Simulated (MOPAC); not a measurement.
MOPAC input (PM6):

```
PM6 PRECISE GNORM=0.05 LET XYZ GEO-OK AUX(PRECISION=9) THREADS=1
H2F2O2Si

O     1.55919700 1   -0.41113000 1   -0.18678700 1
Si    0.00965700 1    0.00056800 1   -0.01004300 1
O    -0.89552200 1   -1.32600000 1    0.20733200 1
F    -0.21079300 1    0.99841500 1    1.20561500 1
F    -0.40715400 1    0.80802000 1   -1.30289700 1
H     1.92006700 1   -1.12628600 1    0.34196100 1
H    -1.80313800 1   -1.24254500 1    0.50982700 1
```

From the output:

```
                                                       MOPAC v23.2.5 Linux

          FINAL HEAT OF FORMATION =       -347.88234 KCAL/MOL =   -1455.53970 KJ/MOL

          COSMO AREA              =         99.30 SQUARE ANGSTROMS
          COSMO VOLUME            =         84.17 CUBIC ANGSTROMS

          GRADIENT NORM           =          0.03050          =       0.01153 PER ATOM
          IONIZATION POTENTIAL    =         13.419015 EV
          HOMO LUMO ENERGIES (EV) =        -13.419  0.599
          NO. OF FILLED LEVELS    =         16
          MOLECULAR WEIGHT        =        100.0969         POINT GROUP:  C2v

          MOLECULAR DIMENSIONS (Angstroms)

            Atom       Atom       Distance
            H     7    H     6     4.14051
            H     7    F     4     2.52263
            F     5    H     6     2.17122

          SCF CALCULATIONS        =         25

   ATOM   CHEMICAL          X               Y               Z
  NUMBER   SYMBOL      (ANGSTROMS)     (ANGSTROMS)     (ANGSTROMS)

     1       O          1.46812965  *  -0.45881978  *  -0.06277166  *
     2      Si         -0.00111930  *  -0.03592002  *   0.01720644  *
     3       O         -1.06999119  *  -1.11361140  *   0.21732124  *
     4       F         -0.13739329  *   0.99110340  *   1.18413502  *
     5       F         -0.34513358  *   0.73723638  *  -1.29387448  *
     6       H          2.31519637  *  -0.73239678  *  -0.10569146  *
     7       H         -1.67136623  *  -1.76096037  *   0.33381788  *

                             CARTESIAN COORDINATES

   1    O        1.468129649    -0.458819782    -0.062771659
   2   Si       -0.001119303    -0.035920024     0.017206441
   3    O       -1.069991194    -1.113611398     0.217321242
   4    F       -0.137393288     0.991103399     1.184135017
   5    F       -0.345133583     0.737236384    -1.293874483
   6    H        2.315196367    -0.732396777    -0.105691461
   7    H       -1.671366234    -1.760960375     0.333817876

           Empirical Formula: H2 O2 Si F2  =     7 atoms

      MOLECULAR POINT GROUP   :   C2v

                  EIGENVALUES
 -40.83399 -40.58009 -31.54093 -30.88664 -21.95860 -19.92730 -15.97916 -15.96888
 -15.94595 -15.89087 -15.55287 -15.41444 -15.08087 -14.02276 -13.74536 -13.41901
   0.59946   1.60025   1.80843   2.01973   2.23165   2.27365   4.57825   4.73201
   4.82722   6.25181   6.27295

              NET ATOMIC CHARGES AND DIPOLE CONTRIBUTIONS

  ATOM NO.   TYPE          CHARGE      No. of ELECS.   s-Pop       p-Pop       d-Pop
    1          O          -0.409408        6.4094     1.51703     4.89238
    2         Si           0.549610        3.4504     0.71537     1.05722     1.67779
    3          O          -0.409427        6.4094     1.51705     4.89238
    4          F          -0.227386        7.2274     1.92984     5.29755
    5          F          -0.227381        7.2274     1.92984     5.29754
    6          H           0.361989        0.6380     0.63801
    7          H           0.362003        0.6380     0.63800
 DIPOLE           X         Y         Z       TOTAL
 POINT-CHG.     0.861    -3.226     0.258     3.348
 HYBRID         0.008    -0.031     0.002     0.032
 SUM            0.869    -3.256     0.260     3.380

          ATOMIC ORBITAL ELECTRON POPULATIONS

     Atom    s        px        py        pz      x^2-y^2     xz        z^2       yz        xy
    1  O   1.51703   1.37976   1.73950   1.77311
    2 Si   0.71537   0.38560   0.34548   0.32614   0.34133   0.31106   0.30705   0.38367   0.33468
    3  O   1.51705   1.56928   1.55624   1.76686
    4  F   1.92984   1.87700   1.72875   1.69181
    5  F   1.92984   1.86393   1.78862   1.64500
    6  H   0.63801
    7  H   0.63800

 **********************
 *                    *
 * JOB ENDED NORMALLY *
 *                    *
 **********************

 == MOPAC DONE ==
```

The geometry given is a B3LYP-D3(BJ)/def2-TZVP minimum.
